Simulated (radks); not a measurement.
Results of a calculation; reference values are marked as such.
W LXIII, configuration [Ne] 3s2.

Level of theory: Dirac Kohn-Sham, relativistic LDA (MacDonald-Vosko exchange, VWN5 correlation), spin-unpolarised, spherical densities, finite nucleus; Fermi nuclear charge, rms radius 5.3658 fm (a radial shooting solver on a logarithmic mesh with Libxc functionals).

Energy parts (hartree):
total: -11559.5412
kinetic: 13369.9721
electron-nucleus: -25770.2039
Hartree: 950.6503
exchange-correlation: -109.9597

Orbitals (lengths in bohr, moments of r in powers of bohr):
orbital,occ.,eigenvalue (hartree),<r^4>
1s1/2,2,-2726.227,5.895e-07
2s1/2,2,-620.9281,0.00008207
2p1/2,2,-605.1588,0.00004876
2p3/2,4,-554.4526,0.00006974
3s1/2,2,-255.2549,0.002156

The highest occupied level is 3s1/2 at -6945.8 eV. Summed over all electrons, <r^2> = 0.1253 bohr^2, which gives a Langevin (diamagnetic) susceptibility term of -0.0992 x 10^-6 cm^3/mol. The electron density at the nucleus is 1.405e+06 e/bohr^3. For comparison, the ionisation energy in NIST's Atomic Spectra Database is 7000 eV (semi-empirical). In exact Kohn-Sham theory the highest level is minus the ionisation energy, but local and semilocal functionals leave it too shallow, through self-interaction and a potential that decays too fast; potentials with the right tail come closer.
